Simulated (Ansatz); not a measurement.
CH7AlSi2, SMILES `[SiH3][Al]1[CH2][SiH2]1`, relaxed with RKS PBE-D4/def2-SVP in Ansatz 0.2.0 from a rough embedded geometry. The force threshold is 0.03 eV/Å; the program also tests the step.

Total charge 0; spin multiplicity 1.

Start:

```xyz
11

Si   -1.454   -0.853   -1.860
Al   -0.374   -0.162    0.042
C     1.098   -0.324    1.314
Si    0.824    1.574    1.239
H    -0.533   -0.826   -3.053
H    -1.970   -2.267   -1.731
H    -2.632    0.011   -2.169
H     0.766   -0.683    2.361
H     2.035   -0.712    0.960
H     0.244    2.105    2.404
H     1.995    2.136    0.493
```

**Question.** By how much does the energy fall, and how many steps does the optimiser take? (An estimate is asked.)

**Answer.** Ansatz gave: 0.53 eV, in 8 steps, 1 of them rejected.

**Question.** Which bonds change most? (Estimate.)

**Answer.** Ansatz gave: Si1–Al2 from 2.294 to 2.452 Å; Si4–H10 from 1.406 to 1.507 Å; Al2–Si4 from 2.425 to 2.362 Å; C3–H8 from 1.156 to 1.114 Å.

**Question.** Give the relaxed structure. (Estimate.)

**Answer.** Ansatz gave: 
```xyz
11

Si   -1.543   -0.927   -1.949
Al   -0.231    0.117   -0.160
C     1.082   -0.323    1.262
Si    0.888    1.609    1.291
H    -0.684   -0.963   -3.190
H    -1.932   -2.345   -1.611
H    -2.794   -0.152   -2.274
H     0.597   -0.809    2.138
H     2.088   -0.765    1.118
H     0.416    2.223    2.583
H     2.112    2.334    0.792
```
